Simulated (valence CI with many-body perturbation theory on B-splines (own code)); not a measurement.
## In¹⁷⁺ in three bases

Computed by configuration interaction combined with many-body perturbation theory (CI+MBPT): four valence electrons over a frozen Dirac-Fock core [Ar] 3d10, radial functions for each j: 9 s, 9 p, 8 d, 6 f, 3 g, 1 h, with the one-electron correlation potential Σ1 (screened to all orders), the two-electron term Σ2, the three-electron term Σ3, Breit, model QED; selected single and double excitations, second order for the rest, scaled by the run's own slope (own B-spline code, finite nucleus).

No measured levels were compared; by estimate levels hold to about 250 cm⁻¹ or 0.2 % of their energy and the worst to 1 %, as in measured heavy ions of charge 2 to 7; those with d or f electrons hold less well.

The reference run has the lowest level (4s^2 4p1/2^2) J=0 and an ionisation energy of 463.537 eV. Its largest variational space holds 19991 state functions.

Levels are named by their leading jj configuration (3d3/2^4 stands for four electrons in 3d with j = 3/2), which in mixed levels can hold well under half, so a name can repeat and another be missing. Letters in brackets count levels of one name in rising energy.

Changed runs:
A. basis 6 s, 6 p, 5 d, 3 f, 1 g
B. basis 5 s, 5 p, 4 d, 2 f

Excitation energies of the reference run in cm⁻¹, and shifts in cm⁻¹:

```tsv
Level	Reference	A	B
(4s^2 4p1/2 4p3/2) J=1	58704	-52	-156
(4s^2 4p1/2 4p3/2) J=2	74481	+18	+102
(4s^2 4p3/2^2) J=2	145942	+11	+109
(4s^2 4p3/2^2) J=0	186390	+124	+519
(4s 4p1/2^2 4p3/2) J=2	360399	-218	-668
(4s 4p1/2^2 4p3/2) J=1	423849	-5.3	+79
(4s 4p1/2 4p3/2^2) J=2 [a]	436976	-70	-132
(4s 4p1/2 4p3/2^2) J=3	458568	-51	-68
(4s 4p1/2 4p3/2^2) J=0	493433	+36	+261
(4s 4p1/2 4p3/2^2) J=1 [a]	502232	+19	+195
(4s 4p1/2 4p3/2^2) J=2 [b]	508696	+3.4	+114
(4s 4p1/2 4p3/2^2) J=1 [b]	553022	+143	+572
Ionisation energy (eV)	463.537	-0.028	-0.088
```
